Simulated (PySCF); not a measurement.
S₃, SMILES [S]S[S-], charge -1, multiplicity 2. Atoms are numbered in the order given.

```xyz
3

S      0.0000     0.0000     0.7296
S      0.0000     1.7156    -0.3648
S      0.0000    -1.7156    -0.3648
```
Charge -1, spin multiplicity 2.

Coordinates come from a B3LYP-D3(BJ)/def2-SVPD optimisation.

Two levels are set side by side: PBE/pcH-1 (PySCF) and PBE0/pcH-1 (PySCF). Contact hyperfine couplings, same geometry. Differences are taken from unrounded values.

```json
[
 {"quantity": "A(iso) of 33S, atom S1 (MHz)", "PBE0": "17.8", "PBE": "5.8", "PBE minus PBE0": "-12.0"},
 {"quantity": "A(iso) of 33S, atom S2 (MHz)", "PBE0": "2.9", "PBE": "-2.0", "PBE minus PBE0": "-4.9"},
 {"quantity": "A(iso) of 33S, atom S3 (MHz)", "PBE0": "2.9", "PBE": "-2.0", "PBE minus PBE0": "-4.9"}
]
```

Rough cost on one machine, each run with all the roots and properties that it gave: PBE0 against PBE within a factor of 2.
